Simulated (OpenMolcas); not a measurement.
## C+, Si+, Ge+, Sn+, Pb+: ns² np down the group

```yaml
Program: OpenMolcas
Method: SS-RASPT2, IPEA 0.25 Eh, imaginary shift 0.1 Eh
Basis: ANO-RCC-VTZP
Scalar_Hamiltonian: DKH2, point nucleus
Spin-orbit_coupling: RASSI with atomic mean-field integrals over the reference wave functions, term energies averaged over their components
```

Active space for each ion: 3 electrons in 9 orbitals (RAS2 s p; RAS3 d, at most 2 electrons); closed shells correlated by CASPT2: C+ 1s; Si+ 2s 2p; Ge+ 3d; Sn+ 4d; Pb+ 5d.

Computed levels in cm-1 above ²P°_1/2:

| Level | C+ | Si+ | Ge+ | Sn+ | Pb+ |
| --- | --- | --- | --- | --- | --- |
| ²P°_3/2 | 56.0 | 250 | 1610 | 3750 | 12470 |
| weight of ²P° in the lowest level (%) | 100 | 100 | 100 | 100 | 100 |

Measured, with the error of the calculation in %. Measured levels: C+, Si+, Ge+, Sn+, Pb+ from NIST Handbook of Basic Atomic Spectroscopic Data.

| Level | C+ | Si+ | Ge+ | Sn+ | Pb+ |
| --- | --- | --- | --- | --- | --- |
| ²P°_3/2 | 63.4 (-11.7) | 287 (-13.0) | 1767 (-8.9) | 4251 (-11.7) | 14081 (-11.4) |

The fine-structure level ²P°_3/2 changes by a factor of 223 from C+ to Pb+.

Active for correlation alone: 3d; no level in the range computed is led by a configuration that fills it, so any true level of that kind is missing (holds for C+). The run also gave levels led by 3s 3p 3d, which use shells meant for correlation; these and all levels above them are left out (holds for Si+). Some high roots are left out of the spin-orbit mixing, which shifts the levels that they would mix with (holds for Ge+; Pb+). Active for correlation alone: 4d; no level in the range computed is led by a configuration that fills it, so any true level of that kind is missing (holds for Ge+). Active for correlation alone: 5d; no level in the range computed is led by a configuration that fills it, so any true level of that kind is missing (holds for Sn+). Active for correlation alone: 6d; no level in the range computed is led by a configuration that fills it, so any true level of that kind is missing (holds for Pb+). Measured partners are found by configuration, term and J. A level has none where our copy of the source lacks it or the pairing is in doubt (some pairs that miss far off the trend of their configuration count as doubtful), and it then counts in no deviation. Only configurations of the active space appear.

° marks odd parity.
